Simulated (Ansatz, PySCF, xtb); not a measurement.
Pair of molecules: C2H4 (SMILES C=C) (first 6 atoms) with HBr (SMILES Br); geometry from B3LYP-D3(BJ)/def2-TZVP.
(charge 0, multiplicity 1):
```xyz
8

C     -0.14506    -0.59117     0.32365
C      0.13864     0.68866     0.11543
H      0.63023    -1.34673     0.36180
H     -1.16365    -0.93312     0.46150
H     -0.63672     1.44399     0.07450
H      1.15687     1.03045    -0.02518
Br     0.32594     0.59149     3.95814
H      0.20105     0.38468     2.54206
```

Interaction energies are E(AB) − E(A) − E(B) at the monomers' geometry in the complex; basis-set methods are counterpoise corrected.

Rows in 6-31G* carry no dispersion term and start afresh at each structure (6-31G* with six Cartesian d functions); the Pople sets are all-electron and without relativity. MP2/6-31G* freezes PySCF's default core, which leaves 3d correlated.

Codes used: Ansatz (Gaussian basis) for Hartree–Fock, density functionals and correlated methods; PySCF for 6-31G* rows, the dispersion terms; xtb for the GFN methods. Values without a source in brackets are computed.

### Question
Estimate the interaction energy that MP2/6-31G* returns for this input.

### Answer
-1.9 kcal/mol

### Question
Predict the interaction energy from GFN-FF.

### Answer
-1.6 kcal/mol

### Question
Predict the interaction energy from BHLYP-D3(BJ)/def2-TZVPPD.

### Answer
-3.1 kcal/mol

Ansatz is a program for electronic structure.
